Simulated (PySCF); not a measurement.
## How methods differ on the ionisation energy of P⁺

P⁺ [Ne] 3s2 3p2 (3P) → P²⁺ [Ne] 3s2 3p1 (2P), as a difference of total energies. All numbers are calculated (PySCF 2.14, scalar relativity by spin-free X2C-1e, in x2c-TZVPPall (5s5p3d1f, 42 functions)). Correlated levels: valence: [Ne] frozen. The calculations carry no spin-orbit coupling.

```json
{"method": "UHF", "ionisation energy (eV)": "19.150"}
{"method": "MP2 (valence)", "ionisation energy (eV)": "19.595"}
{"method": "SCS-MP2 (valence)", "ionisation energy (eV)": "19.505"}
{"method": "CCSD (valence)", "ionisation energy (eV)": "19.635"}
{"method": "CCSD(T) (valence)", "ionisation energy (eV)": "19.669"}
{"method": "CCSDT (valence)", "ionisation energy (eV)": "19.678"}
```

How much does correlation contribute at CCSD(T) (valence)?

19.669 − (19.150) = 0.519 eV, measured against UHF.

A first-order spin-orbit estimate (lowest level to lowest level, LS coupling) adds -0.007 eV.

Errors of the correlated levels include the incompleteness of this basis and the frozen core.

For comparison: 19.769 eV (semi-empirical (NIST evaluation); NIST Atomic Spectra Database, ionization energies).
